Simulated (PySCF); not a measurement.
A species of formula C4H12SSi2 has this rotational fingerprint, computed with PBE0/pcSseg-1 in PySCF (dipole) on a GFN2-xTB geometry, gas phase:

```
Rotational constants : A = 3662, B = 554.5, C = 513.9 MHz
Dipole components    : |μa| = 2.02 D, |μb| = 1.64 D, |μc| = 0.64 D
Inertial defect      : -65.94 u·Å²
κ                    : -0.97
```

Question: Which structure is it? (One computed conformer of each.)
A. `[CH3:1][C:2](=[S:3])[SiH2:4][CH2:5][CH2:6][SiH3:7]` with C1–C2–Si4–C5 -80°, C2–Si4–C5–C6 -59°, Si4–C5–C6–Si7 180°
B. `[CH2:1]=[C:2]([S:3][CH3:4])[Si@H:5]([CH3:6])[SiH3:7]` with C1–C2–S3–C4 3°, C1–C2–Si5–C6 14°
C. `[CH3:1][CH2:2]/[CH:3]=[CH:4]\[SiH2:5][S:6][SiH3:7]` with C1–C2–C3–C4 -109°, C3–C4–Si5–S6 177°, C4–Si5–S6–Si7 66°

Answer: C. It is CC/C=C\[SiH2]S[SiH3], a near-prolate asymmetric top, point group C1. The candidates at the same level (rigid rotor, commonest isotopes):

```csv
SMILES,A (MHz),B (MHz),C (MHz),μa (D),μb (D),μc (D),Δ (u·Å²),point group,rotor
CC/C=C\[SiH2]S[SiH3],3662,554.5,513.9,2.02,1.64,0.64,-65.94,C1,near-prolate asymmetric top
CC(=S)[SiH2]CC[SiH3],2160,646.7,590.8,0.63,1.77,1.20,-160.01,C1,near-prolate asymmetric top
C=C(SC)[Si@H](C)[SiH3],2006,879.2,692.5,0.80,1.17,0.91,-97.00,C1,asymmetric top
```

`C=C(SC)[Si@H](C)[SiH3]` has B 59 % too high; `CC(=S)[SiH2]CC[SiH3]` has A 41 % too low. No structure here is proved a minimum.
